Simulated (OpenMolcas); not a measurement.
**Ru5+: moving or changing the point charges**

Ru5+ among 6 point charges of -1.7 e arranged as an octahedron (Oh), 2.27 Å from the ion.
```
   2.2700    0.0000    0.0000  -1.70
   0.0000    2.2700    0.0000  -1.70
  -2.2700    0.0000    0.0000  -1.70
   0.0000   -2.2700    0.0000  -1.70
   0.0000    0.0000    2.2700  -1.70
   0.0000    0.0000   -2.2700  -1.70
```

| Item | Value |
| --- | --- |
| Program | OpenMolcas 26.06 |
| Method | CASSCF |
| Basis | ANO-RCC-VTZP [7s6p4d2f1g] |
| Scalar Hamiltonian | DKH2, point nucleus |
| Active space | 3 electrons in 5 orbitals (4d) |
| State averaging | 2S+1 = 4 even, 10 roots; 2S+1 = 2 even, 40 roots |
| Spin-orbit coupling | state interaction with AMFI integrals over the reference wave functions |

Runs around this geometry, states (labels of O, the rotations of Oh). Energies in cm-1 above the lowest state or level, χT in cm3 K/mol; 10Dq and B are least-squares fits to the states below 45000 cm-1, weighted by degeneracy, with a free offset, and given where the rms deviation is under 5 % of |10Dq| (or 100 cm-1) and under 700 cm-1.

```csv
R (Å),q (e),Ground state,First state of that spin,10Dq,B (rms of fit),First gap with spin-orbit (degeneracies),χT at 300 K,First state of another spin
2.27,-0.85,4A2,4T2 1460,1495,993 (27),"1688 (4, 4)",0.253,2E 17372
2.16,-1.7,4A2,4T2 3697,3802,992 (61),"3552 (4, 4)",0.634,2E 18081
2.27,-1.7,4A2,4T2 2899,2979,992 (48),"2805 (4, 4)",0.493,2E 17900
2.4,-1.7,4A2,4T2 2207,2264,993 (37),"2211 (4, 4)",0.369,2E 17691
```

Taking |10Dq| as R^-n, n = -ln(2264 / 3802) / ln(2.4 / 2.16) = 4.9 between the shortest and longest distance. The point-charge formula for a cubic d site gives n = 5.

Scaling the charges by -0.85 / -1.7 = 0.50 scales |10Dq| by 1495 / 2979 = 0.50; with fixed orbitals a first-order splitting would follow the charge.

Without dynamic correlation the repulsion within the d shell is too large (B by tens of per cent), so at a given field states of lower spin stand too high. Spin-orbit coupling mixes the spin-free states strongly: the lowest level takes only 48 % from its leading state, 4A2 (figures for R = 2.27, q = -0.85; the like holds for R = 2.4, q = -1.7). This field is weak: 10Dq is about 1495 cm-1, while octahedral complexes of 4d ions of charge 3 and more, computed by the same method with explicit ligands, had a median near 25000 cm-1. Ground spin and moment need not be those of a real site (figures for R = 2.27, q = -0.85; the like holds for R = 2.16, q = -1.7, R = 2.27, q = -1.7, R = 2.4, q = -1.7). The ground term spreads over less than 5000 cm-1, several times less than with real ligands, so orbital moments are less quenched and χT lies further from the spin-only value than at real sites (holds for R = 2.27, q = -0.85; R = 2.4, q = -1.7). Point charges carry no covalency, so the field is a model and not that of real ligands. No measured value stands beside these numbers.
